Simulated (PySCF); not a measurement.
# What settings do to a single point of [Bi(SH)4]+

The sound run of [Bi(SH)4]+ (singlet) uses PySCF 2.14.0, RKS TPSS, Bi def2-SVP with ECP60, S def2-SVP, H def2-SVP; non-relativistic Hamiltonian with scalar-relativistic core potentials where named; density fitting; no spin-orbit coupling, grid (50, 194), threshold 1e-8 Eh and 55 cycles, at the relaxed geometry:

```xyz
9

Bi    0.0000    0.0000    0.0000
S     1.4696    1.5838    1.3060
H     2.4437    0.6464    1.4783
S    -1.4696   -1.5838    1.3060
H    -2.4437   -0.6464    1.4783
S     1.5838   -1.4695   -1.3060
H     0.6465   -2.4437   -1.4782
S    -1.5838    1.4695   -1.3060
H    -0.6465    2.4437   -1.4782
```

There Bi1 has a Mulliken charge of 0.72 e and the dipole about the centre of mass is 0.00 D. Each run below changes one thing and starts from free metal ions and neutral atoms unless it says otherwise; with 55 cycles, smearing, a level shift and second-order steps follow where DIIS fails, and their cycles count. Energy shifts count from the sound run.

```tsv
change	outcome	cycles	energy shift (eV)	largest force component (eV/Å)	charge on Bi1 (e)	dipole about the centre of mass (D)
all coordinates × 1.12	converged	10	2.20	2.84	0.72	0.00
start from the bare core Hamiltonian, limit 69 cycles	converged	14	0.0000	0.01	0.72	0.00
spin (2S) set to 12, limit 84 cycles	not converged	44	–	–	–	–
```

**Question.** How does the run with this change end: threshold 0.001?

**Answer.** outcome converged, cycles 5, energy shift (eV) 0.0002, largest force component (eV/Å) 0.02, charge on Bi1 (e) 0.72, dipole about the centre of mass (D) 0.00.

Forces carry noise of the integration grid, about 0.01 to 0.03 eV/Å.

No frequency check is given that shows the relaxed geometry to be a minimum.
